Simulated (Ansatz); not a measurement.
Cost and result for the atomization energy of `O=COC(F)[SiH3]` (11 atoms, 10 bonds).

Cartesian coordinates in Å:
```
O 0.986 1.874 -1.670
C -0.111 1.415 -1.634
O -0.516 0.387 -0.856
C 0.468 -0.227 -0.051
F 1.070 -1.218 -0.794
Si -0.390 -0.991 1.477
H -0.969 1.767 -2.222
H 1.243 0.506 0.190
H 0.644 -1.688 2.279
H -1.431 -1.940 1.017
H -0.993 0.114 2.263
```

The species carries charge 0 and has multiplicity 1. All single points use the PBE0-D4/def2-TZVP geometry. It is one conformer, not always the lowest. Program: Ansatz. All runs use 4 threads of an Arm Neoverse V1 on a shared host. Times are those of one run each, without the atoms' runs, and a repeat can differ threefold. Electronic energies, without spin–orbit coupling; frozen cores. CCSD(T)/CBS adds CCSD(T) − MP2 in def2-TZVPP to the MP2 limit, and its time is that of the two runs behind it. T1 = 0.015. B3LYP takes the VWN-RPA correlation (the form of Gaussian; ORCA's B3LYP/G).

CCSD(T)/CBS is a level of theory with its own doubt, some kJ/mol a heavy atom from the limit and from the frozen cores, so smaller differences don't rank the functionals.

| level | functions | wall time | atomization (kJ/mol) | difference from CCSD(T)/CBS | per bond |
| --- | --- | --- | --- | --- | --- |
| PBE-D4/def2-TZVPP (with forces) | 267 | 2.9 s | 4313.1 | 129.4 | 12.9 |
| PBE0-D4/def2-TZVPP | 267 | 3.6 s | 4182.2 | -1.5 | -0.2 |
| B3LYP-D4/def2-TZVPP (with forces) | 267 | 5.5 s | 4177.3 | -6.4 | -0.6 |
| r2SCAN-D4/def2-TZVPP (with forces) | 267 | 6 s | 4204.7 | 21.0 | 2.1 |
| B2PLYP/def2-TZVPP | 267 | 6.5 s | 4139.3 | -44.4 | -4.4 |
| ωB97X-V/def2-TZVPP | 267 | 9 s | 4207.5 | 23.8 | 2.4 |
| ωB97M-V/def2-TZVPP (with forces) | 267 | 13 s | 4200.2 | 16.5 | 1.7 |
| MP2/def2-QZVPP | 505 | 29 s | 4245.9 | 62.2 | 6.2 |
| CCSD(T)/def2-TZVPP | 267 | 5.2 min | 4065.3 | -118.4 | -11.8 |
| CCSD(T)/CBS(def2) | – | 5.7 min | 4183.7 | 0.0 | 0.0 |

From PBE to PBE0 (25 % exact exchange), in def2-TZVPP and without D4, the atomization energy moves by −127.6 kJ/mol: exact exchange takes away binding that semilocal exchange gives to molecules. The D4 term adds +33.5 kJ/mol with B3LYP and +17.7 kJ/mol with PBE0; it sums over pairs of atoms, weighted by their polarisabilities, and B3LYP, whose exchange is more repulsive, gets the larger term. In def2-TZVPP, CCSD(T) changes the Hartree–Fock value by +1164.3 kJ/mol (the triples alone add +80.5 kJ/mol) and MP2 by +1274.8 kJ/mol; breaking electron pairs costs correlation energy, which Hartree–Fock lacks.
